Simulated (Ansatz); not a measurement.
`[SiH3][SiH2]S` + `BN` → `BN[SiH2][SiH3]` + H₂S  (ligand exchange at the Si–S bond)

Calculated with Ansatz (gas phase, PBE0-D4/def2-TZVP geometries, no zero-point term in ΔE). CCSD(T)/CBS is the MP2 limit (def2-TZVPP, def2-QZVPP) plus CCSD(T) − MP2 in def2-TZVPP, frozen cores. This one scheme is used for every species. DFT in def2-TZVPP. One conformer a species, not always the lowest.

```
             level  ΔE (kcal/mol)
           PBE0-D4            7.1
          BHLYP-D4            4.8
           ωB97M-V            5.4
         CAM-B3LYP            4.7
       HF/def2-SVP            4.2
      MP2/def2-SVP            4.9
CCSD(T)/def2-TZVPP            4.4
     HF/def2-QZVPP            3.5
```

Task: What does CCSD(T)/CBS give? (Estimate.)

Result: Ansatz gave: +5.1 kcal/mol. The listed levels differ from it by 2.0, -0.3, 0.3, -0.4, -0.9, -0.2, -0.7, -1.6 kcal/mol.

Largest T1 diagnostic among the species: 0.013.

From BLYP to BHLYP (50 % exact exchange), in def2-TZVPP and without D4, ΔE moves by −1.0 kcal/mol. Leaving LDA and LC-ωPBE aside and taking each functional with its dispersion term where it has one, the values, not all of them listed here, spread over 3.0 kcal/mol, from CAM-B3LYP-D4 to PBE-D4. LDA lies −1.0 kcal/mol from PBE without D4.
